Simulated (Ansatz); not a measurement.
Relaxation of CH₈N₂O₂Si (14 atoms, charge 0, multiplicity 1), to a largest force component of 0.015 eV/Å in at most 40 steps.

Theory: RKS B3LYP/def2-SVP (Ansatz).

```xyz
14
Properties=species:S:1:pos:R:3
N 1.540 -1.782 0.907
C 0.672 -0.581 1.132
N -0.300 -0.989 2.141
Si -1.415 0.023 2.736
O -2.667 0.086 1.758
O -1.889 -0.686 4.173
H 0.925 -2.418 0.432
H 2.253 -1.482 0.216
H 0.215 -0.250 0.152
H 1.304 0.264 1.469
H -0.847 -1.705 1.683
H -0.811 1.389 3.025
H -3.564 0.151 2.217
H -1.169 -1.179 4.601
```

Q: Where does it end, and by what steps?

A: The run converged. After 34 steps the energy has fallen by 1.134 eV; H11 moved furthest, 1.99 Å.

```csv
step,energy less start (eV),largest force component (eV/Å),accepted
0,0.0000,4.130,yes
2,-0.7032,0.688,yes
4,-0.7845,0.280,yes
6,-0.8280,0.339,yes
8,-0.8767,0.496,yes
10,-0.9192,0.352,yes
12,-0.9753,0.299,yes
14,-1.0168,0.278,yes
16,-1.0476,0.435,yes
18,-1.0769,0.158,yes
20,-1.0897,0.107,yes
22,-1.1009,0.349,yes
24,-1.1088,0.181,yes
26,-1.1210,0.359,yes
28,-1.1286,0.244,yes
30,-1.1241,0.171,no
32,-1.1335,0.030,yes
34,-1.1337,0.012,yes
```

```xyz
14
Properties=species:S:1:pos:R:3
N 0.936 -1.807 1.882
C 0.544 -0.777 0.906
N -0.831 -0.387 1.114
Si -1.424 0.340 2.590
O -3.017 -0.097 2.795
O -0.374 -0.179 3.754
H 0.444 -2.682 1.692
H 1.939 -1.997 1.835
H 0.662 -1.108 -0.144
H 1.256 0.061 1.048
H -1.411 -0.409 0.283
H -1.494 1.819 2.593
H -3.186 -1.043 2.893
H 0.207 -0.892 3.400
```

The run took 2.4 min on 2 threads of Arm Neoverse V1, with other jobs on the host, peak memory 0.32 GiB.
